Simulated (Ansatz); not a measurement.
Gas-phase electronic energies from Ansatz, PBE0-D4/def2-TZVP geometries. CCSD(T)/CBS adds triple-zeta CCSD(T) − MP2 to the extrapolated MP2 energy (def2 sets, frozen cores). This one scheme is used for every species. DFT in def2-TZVPP. B3LYP here is the variant with VWN-RPA as its local correlation; programs differ in this. Each species was taken in one conformer, which may not be the lowest.

Reaction (cleavage of the Si–B bond): `N[SiH2]B(O)Cl` + `C=CS` → `C=CS[SiH2]N` + `OBCl`

```json
{"level": "PBE-D4", "ΔE (kJ/mol)": "-88.5", "difference from CCSD(T)/CBS": "7.4"}
{"level": "r2SCAN-D4", "ΔE (kJ/mol)": "-94.5", "difference from CCSD(T)/CBS": "1.4"}
{"level": "PBE0-D4", "ΔE (kJ/mol)": "-91.9", "difference from CCSD(T)/CBS": "4.0"}
{"level": "ωB97X-V", "ΔE (kJ/mol)": "-91.9", "difference from CCSD(T)/CBS": "4.0"}
{"level": "B2PLYP", "ΔE (kJ/mol)": "-96.1", "difference from CCSD(T)/CBS": "-0.2"}
{"level": "r2SCAN", "ΔE (kJ/mol)": "-94.0", "difference from CCSD(T)/CBS": "1.9"}
{"level": "B3LYP", "ΔE (kJ/mol)": "-90.7", "difference from CCSD(T)/CBS": "5.2"}
{"level": "HF/def2-TZVPP", "ΔE (kJ/mol)": "-98.0", "difference from CCSD(T)/CBS": "-2.1"}
{"level": "MP2/def2-TZVPP", "ΔE (kJ/mol)": "-104.4", "difference from CCSD(T)/CBS": "-8.5"}
{"level": "CCSD(T)/def2-TZVPP", "ΔE (kJ/mol)": "-93.9", "difference from CCSD(T)/CBS": "2.0"}
{"level": "HF/def2-QZVPP", "ΔE (kJ/mol)": "-98.3", "difference from CCSD(T)/CBS": "-2.4"}
{"level": "MP2/def2-QZVPP", "ΔE (kJ/mol)": "-105.7", "difference from CCSD(T)/CBS": "-9.8"}
{"level": "SCS-MP2/def2-QZVPP", "ΔE (kJ/mol)": "-101.9", "difference from CCSD(T)/CBS": "-6.0"}
{"level": "HF/CBS(def2)", "ΔE (kJ/mol)": "-98.4", "difference from CCSD(T)/CBS": "-2.5"}
{"level": "MP2/CBS(def2)", "ΔE (kJ/mol)": "-106.5", "difference from CCSD(T)/CBS": "-10.6"}
{"level": "CCSD/CBS(def2)", "ΔE (kJ/mol)": "-95.0", "difference from CCSD(T)/CBS": "0.9"}
{"level": "CCSD(T)/CBS", "ΔE (kJ/mol)": "-95.9", "difference from CCSD(T)/CBS": "0"}
```

Largest T1 diagnostic among the species: 0.012.

From PBE to PBE0 (25 % exact exchange), in def2-TZVPP and without D4, ΔE moves by −3.6 kJ/mol.
